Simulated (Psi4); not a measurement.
Psi4 input (wB97X-D/6-311+G**):

```
memory 1500 MB

molecule {
1 1
N     2.23451400   -0.00769900   -0.28291400
Si    0.74605400    0.42290800    0.86910100
N    -0.55282300   -0.52974000    0.40153900
Si   -1.77542600   -0.16298300   -0.83238700
H     2.48592700   -0.99626100   -0.22188000
H     2.01265300    0.18246200   -1.26230700
H     3.07213200    0.53313800   -0.05399900
H     0.61908700    1.84776800    0.54987400
H     1.33145900    0.08516000    2.17133400
H    -0.71406000   -1.37153100    0.94296200
H    -1.22930200    1.02942700   -1.51606700
H    -1.86550500   -1.30737800   -1.75735600
H    -3.07301800    0.12034100   -0.19693800
symmetry c1
no_reorient
no_com
}

set {
  basis 6-311+G**
  reference rks
  scf_type df
  df_basis_scf def2-universal-jkfit
  dft_radial_points 99
  dft_spherical_points 590
  e_convergence 1e-8
  d_convergence 1e-7
  maxiter 150
}

e = energy('wb97x-d')
print_out(f'\nFINAL {e:.10f} DIPOLE {variable("CURRENT DIPOLE")[0]:.6f} {variable("CURRENT DIPOLE")[1]:.6f} {variable("CURRENT DIPOLE")[2]:.6f}\n')
```

From the output:

```
     137A      2.711279   138A      2.867480   139A      2.874579
     140A      2.954630   141A      3.795947   142A      3.939651
     143A      4.013010   144A      4.387218   145A      4.522922
     146A      4.523586   147A      5.647006   148A      5.685871
     149A     11.300863   150A     11.376598   151A     11.397516
     152A     11.414775   153A     11.418295   154A     11.494682
     155A     35.439060   156A     35.460321   157A    141.175099
     158A    141.225502

    Final Occupation by Irrep:
              A
    DOCC [    25 ]
    NA   [    25 ]
    NB   [    25 ]

  @DF-RKS Final Energy:  -693.74292447737150

   => Energetics <=

    Nuclear Repulsion Energy =            234.7108974452867187
    One-Electron Energy =               -1414.5015786616636433
    Two-Electron Energy =                 528.0133084246822364
    DFT Exchange-Correlation Energy =     -41.9602424434901806
    Empirical Dispersion Energy =          -0.0053092421866481
    VV10 Nonlocal Energy =                  0.0000000000000000
    Total Energy =                       -693.7429244773715027

Computation Completed

Properties will be evaluated at   0.000000,   0.000000,   0.000000 [a0]

Properties computed using the SCF density matrix

 Multipole Moments:

 ------------------------------------------------------------------------------------
     Multipole            Electronic (a.u.)      Nuclear  (a.u.)        Total (a.u.)
 ------------------------------------------------------------------------------------

 L = 1.  Multiply by 2.5417464519 to convert [e a0] to [Debye]
 Dipole X            :          2.5125436            0.0000038            2.5125474
 Dipole Y            :         -0.1960309            0.0000057           -0.1960253
 Dipole Z            :         -0.0561545           -0.0000113           -0.0561658
 Magnitude           :                                                    2.5208084

 ------------------------------------------------------------------------------------

FINAL -693.7429244774 DIPOLE 2.512547 -0.196025 -0.056166

*** Psi4 exiting successfully. Buy a developer a beer!
```

The dipole moment of an ion depends on the origin.

The geometry given is a B3LYP-D3(BJ)/def2-TZVP minimum.
